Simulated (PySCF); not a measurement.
Structure elucidation problem

An unknown has the formula C6H10O3. Its calculated NMR data are:

$^{1}$H NMR (600 MHz, computed): δ 5.36 (m, 1H), 5.34 (m, 1H), 4.50 (s, 2H), 3.90 (s, 3H), 2.01 (s, 3H).

$^{13}$C{$^{1}$H} NMR (computed): δ 163.4, 150.1, 121.9, 75.9, 56.3, 23.1.

Theory: structure optimised with GFN2-xTB, GIAO PBE0/pcSseg-1 shieldings, in PySCF (one averaged value for each set of equivalent atoms, no solvent model, relativity neglected, single conformer).

Shifts are taken against calculated references (same method and geometry level): $^{1}$H (σref 31.72), $^{13}$C (σref 186.93) vs TMS.

Which candidate is it?
A. C=C(C)COC(=O)OC
B. CC(=O)O[C@@H]1CC[C@H]1O
C. CC(=O)C(C)(C)OC=O
D. C=C(COC)OC(C)=O

Results:

A. 

1. Rings plus π bonds: 2 (no ring in the answer).
2. 6 carbon signals for 6 carbons: no two carbons are equivalent.
3. Carbon types of the structure: 2 × C, 2 × CH2, 2 × CH3, which accounts for all hydrogens.
4. δC 163.4: carbonate carbon; lone-pair donation from the attached heteroatom keeps it upfield of a ketone carbonyl.
5. δC 150.1: fully substituted alkene carbon; as expected for a trigonal carbon in a double bond.
6. δC 121.9: terminal =CH2 carbon; as expected for a trigonal carbon in a double bond.
7. δC 75.9: allylic sp3 CH2 bonded to O; pulled downfield by the heteroatom.
8. δC 23.1: allylic methyl carbon; a saturated carbon with 1 carbon neighbour and no heteroatom attached.

The others: CC(=O)C(C)(C)OC=O would give 5 carbon signals, not 6; C=C(COC)OC(C)=O has carbons computed at 173.8, 164.2, 101.8, 74.5, 60.5, 24.1; CC(=O)O[C@@H]1CC[C@H]1O would give 7 signals for carbon-bound and other non-exchanging H, not 5.

Shifts are as computed. Against solution values, carbons near 30 ppm lie about +3 ppm off and those near 130 ppm about +5 ppm. Of 1211 compounds with measured shifts, 218 miss one by over three times the rms of a fit or turn the order of signals round; such compounds aren't used in these exercises. No couplings were computed; multiplicities are counted from neighbouring protons, with m where these are inequivalent, close in shift, in a saturated or five-membered ring or joined by F or P, and br s for small geminal =CH2 splittings.
